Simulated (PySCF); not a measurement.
Compound: C₇H₁₀N (doublet state).
Bonds: C1–C2, C2–C3, C3–C4 (double), C4–C5, C5–N6 (double), N6–C7, C7–C8, C3–C8. Hydrogens: H9, H10, H11 on C1; H12, H13 on C2; H14 on C4; H15 on C5; H16, H17 on C7; H18 on C8.

Structure optimised with GFN2-xTB, isolated species. This method treats the open shell by occupation alone, without spin polarisation.

(1) What internal coordinates does the optimisation give?

Answers

(1) 
| bond | length (bohr) |
| --- | --- |
| C1–C2 | 2.890 |
| C2–C3 | 2.840 |
| C3=C4 | 2.664 |
| C4–C5 | 2.654 |
| C5=N6 | 2.440 |
| N6–C7 | 2.699 |
| C7–C8 | 2.815 |
| C3–C8 | 2.571 |
| C1–H9, C1–H10, C1–H11 | 2.055 |
| C2–H12, C2–H13 | 2.063 |
| C4–H14 | 2.037 |
| C5–H15 | 2.049 |
| C7–H16, C7–H17 | 2.087 |
| C8–H18 | 2.041 |

Bonds in one row agree within 0.02 bohr and their mean is given. A selection of angles:
| angle | degrees |
| --- | --- |
| C2–C1–H9 | 110.5 |
| H9–C1–H10 | 108.6 |
| H10–C1–H11 | 108.3 |
| C1–C2–C3 | 110.5 |
| C1–C2–H12 | 109.3 |
| C3–C2–H12 | 109.5 |
| H12–C2–H13 | 108.4 |
| C2–C3–C4 | 119.9 |
| C2–C3–C8 | 121.9 |
| C4–C3–C8 | 118.2 |
| C3–C4–C5 | 119.1 |
| C3–C4–H14 | 120.5 |
| C5–C4–H14 | 120.4 |
| C4–C5–N6 | 125.6 |
| C4–C5–H15 | 119.1 |
| N6–C5–H15 | 115.3 |
| C5–N6–C7 | 118.8 |
| N6–C7–C8 | 117.1 |
| N6–C7–H16 | 107.2 |
| C8–C7–H16 | 110.1 |
| H16–C7–H17 | 104.2 |
| C7–C8–H18 | 117.3 |
| C3–C8–C7 | 121.2 |
| C3–C8–H18 | 121.5 |

Torsions: C1–C2–C3–C4 -80° (synclinal); C2–C3–C4–C5 178° (antiperiplanar); C3–C4–C5–N6 0° (synperiplanar); C4–C5–N6–C7 0° (synperiplanar); C5–N6–C7–C8 0° (synperiplanar); N6–C7–C8–C3 1° (synperiplanar); C2–C3–C8–C7 -178° (antiperiplanar). The mirror-image conformer, all signs reversed, is as good.

C3 (carbon bonded to 3 C) is planar (angles 121.9°, 119.9° and 118.2°, sum 360.0°, 0.01 Å off the plane of its three neighbours). Of the pairs four or more bonds apart, H13···H18 is among the closest relative to their van der Waals radii: 2.44 Å, 102 % of the sum of Bondi's values. The 6-membered ring C3–C4–C5–N6–C7–C8 has internal angles of 117.1° to 125.6° (sum 720°, against 720° for a flat polygon); it is planar, 0.00 Å rms from its mean plane, widest ring torsion 1°. C5 (carbon bonded to C, N and H) is planar (angles 125.6°, 119.1° and 115.3°, sum 360.0°, 0.00 Å off the plane of its three neighbours). C8 (carbon bonded to 2 C and H) is planar (angles 121.5°, 121.2° and 117.3°, sum 360.0°, 0.00 Å off the plane of its three neighbours). C4 (carbon bonded to 2 C and H) is planar (angles 120.5°, 120.4° and 119.1°, sum 360.0°, 0.00 Å off the plane of its three neighbours). The C–N distances run from 1.291 Å (C5=N6, drawn double in a drawing that doesn't fit all lengths) to 1.428 Å (N6–C7, drawn single in a drawing that doesn't fit all lengths), a spread of 0.137 Å.

Point group: C1 (no symmetry element, even within 0.4 Å). Whether it is a minimum is left open (no frequencies).

The numbers are calculated, not measured.
